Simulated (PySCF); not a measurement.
C3H10BNO2Si2.
Atom-mapped SMILES: `[SiH3:1][N:2]([SiH3:3])[C:4]1=[O+:5][BH2-:6][O:7][CH:8]=[CH:9]1`

Structure used (PBE0-D3(BJ)/def2-SVP), in Å, numbered top down from 1:
```xyz
19
C3H10BNO2Si2 angstrom
Si    -1.6986   -1.7822    0.0711
N     -1.1244   -0.0768   -0.0837
Si    -2.1894    1.3336   -0.3164
C      0.2228    0.0519    0.0156
O      0.8563   -1.0360    0.2583
B      2.3863   -1.0952    0.0832
O      2.9217    0.2372    0.5768
C      2.2352    1.2871    0.3483
C      0.9140    1.2874   -0.0584
H     -3.1730   -1.6708   -0.1150
H     -1.1148   -2.6264   -1.0026
H     -1.4071   -2.3186    1.4261
H     -3.5750    0.8036   -0.3824
H     -2.0388    2.2762    0.8284
H     -1.8335    2.0336   -1.5834
H      2.6218   -1.1768   -1.1158
H      2.8104   -1.9900    0.7816
H      2.7562    2.2385    0.5304
H      0.3994    2.2289   -0.2411
```

Lines to be assigned: B 1s: 195.61 eV; C 1s: 290.52 (area 1), 292.79 (area 1), 294.12 (area 1) eV; N 1s: 405.23 eV; O 1s: 538.42 (area 1), 538.60 (area 1) eV; Si 1s: 1847.40 eV; Si 2p3/2: 107.57 eV.

Level of theory: PySCF 2.14.0, delta-SCF UKS SCAN, pcX-2 on the ionised atom, pcseg-1 elsewhere, spin-free X2C. The structure is a single PBE0-D3(BJ)/def2-SVP conformer in the gas phase; no vibrational or solvent corrections.

Task: Order the carbon atoms by C 1s binding energy.

Result: 290.52 eV: C9 (alkene CH carbon); 292.79 eV: C8 (vinylic carbon bearing oxygen); 294.12 eV: C4 (carbon bonded to C, N and O). The listed C 1s values span 3.60 eV, from C9 (bonded to C (double bond), C and H) to C4 (bonded to O (double bond), N and C).

Task: Order the oxygen atoms by O 1s binding energy.

Result: 538.42 eV: O7 (boron-bound oxygen); 538.60 eV: O5 (oxygen bonded to B and C). The 2 O 1s values lie within 0.18 eV of each other; Gaussian lines of 0.5 eV full width would blend them into one maximum.

Bonded neighbours of each site: Si1/Si3: N and 3 H; N2: C and 2 Si; C4: O (double bond), N and C; O5: C (double bond) and B; B6: 2 O and 2 H; O7: C and B; C8: O, C (double bond) and H; C9: C (double bond), C and H.

Task: Which effective nuclear charge Zeff reproduces each element's mean 1s value in the hydrogen-like formula E = 13.606 eV × Zeff²?

Result: B (Z = 5): mean 195.6 eV, Zeff = 3.79, Z − Zeff = 1.21; C (Z = 6): mean 292.5 eV, Zeff = 4.64, Z − Zeff = 1.36; N (Z = 7): mean 405.2 eV, Zeff = 5.46, Z − Zeff = 1.54; O (Z = 8): mean 538.5 eV, Zeff = 6.29, Z − Zeff = 1.71; Si (Z = 14): mean 1847.4 eV, Zeff = 11.65, Z − Zeff = 2.35. Means run over the listed sites, weighted by atom count.

Topologically equivalent atoms share the value of their first member; where this conformer doesn't relate them by symmetry, their own values could differ. The unrestricted hole states depart most from a pure doublet (⟨S²⟩ = 0.75; over 0.85 named) for C 1s of C8 (0.94), which makes this value less certain. For 2p shells one spin-free hole was relaxed; a mean-field spin–orbit operator and the ground-state splitting of the three 2p orbitals were then diagonalised within the shell. The shell's mean is (2 × 2p3/2 + 2p1/2)/3, and the degeneracies 2j + 1 give areas of 2:1. 2p1/2 minus 2p3/2 (ligand field included): Si 0.62 eV.
